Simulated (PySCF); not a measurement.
2H-1,3-oxazine (C4H5NO), SMILES N1=CC=COC1.

Geometry optimised at B3LYP-D3(BJ)/def2-SVP. The geometry has at least one imaginary mode, so it is a saddle point at that level. One conformer was computed; it need not be the lowest.

Calculation: PySCF with CAM-B3LYP/def2-TZVP.

Symmetry labels are those of the subgroup Cs that the program uses (full group Cs).

### Question
List the valence orbital energies around the gap with their symmetry. (Estimate from the structure and the level; the computed values follow.)

### Answer

| orbital | symmetry | energy (eV) |
|---|---|---|
| HOMO−7 | A' | -15.05 |
| HOMO−6 | A' | -13.56 |
| HOMO−5 | A' | -13.19 |
| HOMO−4 | A" | -12.19 |
| HOMO−3 | A' | -11.97 |
| HOMO−2 | A" | -11.16 |
| HOMO−1 | A' | -8.95 |
| HOMO | A" | -7.64 |
| LUMO | A" | -0.07 |
| LUMO+1 | A' | 2.33 |
| LUMO+2 | A' | 2.77 |
| LUMO+3 | A" | 3.08 |
